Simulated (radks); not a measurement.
Charge is removed step by step from the 5d5/2 level of the platinum ion Pt3+, starting from [Xe] 4f14 5d(3/2: 4, 5/2: 3). Method: Dirac Kohn-Sham, LDA (Slater exchange, Perdew-Wang correlation), spin-unpolarised, spherical densities, finite nucleus; Fermi nuclear charge, rms radius 5.427 fm; computed with a radial shooting solver on a logarithmic mesh with Libxc functionals.

[
 {"removed (e)": "0", "E - E(0) (eV)": "0.000", "eigenvalue (eV)": "-38.216", "E minus straight line (eV)": "0.000"},
 {"removed (e)": "0.25", "E - E(0) (eV)": "9.973", "eigenvalue (eV)": "-41.579", "E minus straight line (eV)": "-1.289"},
 {"removed (e)": "0.5", "E - E(0) (eV)": "20.795", "eigenvalue (eV)": "-45.005", "E minus straight line (eV)": "-1.729"},
 {"removed (e)": "0.75", "E - E(0) (eV)": "32.481", "eigenvalue (eV)": "-48.494", "E minus straight line (eV)": "-1.304"},
 {"removed (e)": "1", "E - E(0) (eV)": "45.046", "eigenvalue (eV)": "-52.041", "E minus straight line (eV)": "0.000"}
]

Removing the whole electron costs 45.046 eV by Delta-SCF, against 38.216 eV from minus the eigenvalue at the starting occupation. Slater's transition state (half an electron removed) gives 45.005 eV. Integrating minus the eigenvalue over the occupation (Janak's theorem) gives 45.046 eV. The mean slope of the eigenvalue, de/dn, is 13.8 eV per electron. Ionisation energy of Pt3+ in the NIST Atomic Spectra Database: 43 eV (theoretical).

Beside tabulated values, note that spin-unpolarised runs miss the spin-polarisation part of the exchange energy of open shells.
